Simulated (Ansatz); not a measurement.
This geometry of a periodic cell of 17 atoms, CuSi16 (host Si, host structure diamond, interstitial Cu), cell charge +1 is a first-order saddle point.

Theory: Ansatz 0.2.0, DFT LDA, scalar-relativistic, plane waves, PAW. Settings: PAW set soft_1, cutoff 420 eV, k mesh 2x2x2, gaussian smearing 0.05 eV, no spin polarisation.

```xyz
17
Lattice="0.0000 5.4300 5.4300 5.4300 0.0000 5.4300 5.4300 5.4300 0.0000" Properties=species:S:1:pos:R:3
Si -0.057 0.114 0.087
Si 1.426 1.408 1.374
Si 2.759 2.756 -0.012
Si 4.024 4.092 1.439
Si 2.769 0.017 2.692
Si 4.088 1.410 4.034
Si 5.476 2.757 2.703
Si 6.853 4.083 4.040
Si 0.031 2.734 2.718
Si 1.204 4.033 4.256
Si 2.588 5.310 2.871
Si 4.051 6.740 4.114
Si 2.739 2.731 5.429
Si 4.126 4.108 6.763
Si 5.505 5.423 5.385
Si 6.779 6.740 6.839
Cu 9.270 6.806 7.055
```

Question: Which two structures does it join? (They come from a converged band through this point; their orientation in space is the band's.)

Answer: Contacts lost: Si13–Cu17, Si14–Cu17, Si16–Cu17. Contacts made: Si1–Cu17, Si2–Cu17, Si4–Cu17. The atom that moves furthest is Cu17, by 1.92 Å.

First end point:

```xyz
17
Lattice="0.0000 5.4300 5.4300 5.4300 0.0000 5.4300 5.4300 5.4300 0.0000" Properties=species:S:1:pos:R:3
Si -0.107 0.120 0.123
Si 1.381 1.400 1.403
Si 2.759 2.680 0.009
Si 4.024 4.066 1.395
Si 2.759 0.005 2.683
Si 4.024 1.392 4.069
Si 5.402 2.672 2.675
Si 6.890 3.952 3.955
Si 0.056 2.752 2.756
Si 1.209 4.187 4.190
Si 2.675 5.353 2.784
Si 4.109 6.721 4.152
Si 2.674 2.781 5.356
Si 4.108 4.148 6.724
Si 5.574 5.314 5.318
Si 6.727 6.749 6.752
Cu 8.822 7.466 7.469
```

Last end point:

```xyz
17
Lattice="0.0000 5.4300 5.4300 5.4300 0.0000 5.4300 5.4300 5.4300 0.0000" Properties=species:S:1:pos:R:3
Si 0.053 -0.048 -0.071
Si 1.429 1.409 1.306
Si 2.591 2.844 -0.129
Si 4.026 4.006 1.307
Si 2.730 0.045 2.670
Si 4.119 1.315 4.058
Si 5.389 2.704 2.670
Si 6.673 4.192 3.953
Si 0.053 2.786 2.763
Si 1.488 3.946 4.199
Si 2.649 5.382 2.763
Si 4.026 6.838 4.139
Si 2.836 2.598 5.547
Si 4.119 4.087 6.830
Si 5.389 5.475 5.441
Si 6.777 6.745 6.830
Cu 10.181 6.115 7.460
```

Question: How far does it lie above each of them?

Answer: 0.024 eV above the first and 0.023 eV above the second. This is the barrier of this one path; another mechanism may lie lower. Limits of this set-up: coarse k mesh, PAW files made for another functional, charged cell in a uniform background, uncorrected.

Run time: 10 min on 1 thread of Arm Neoverse V2, with other jobs on the host, peak memory 0.97 GiB.
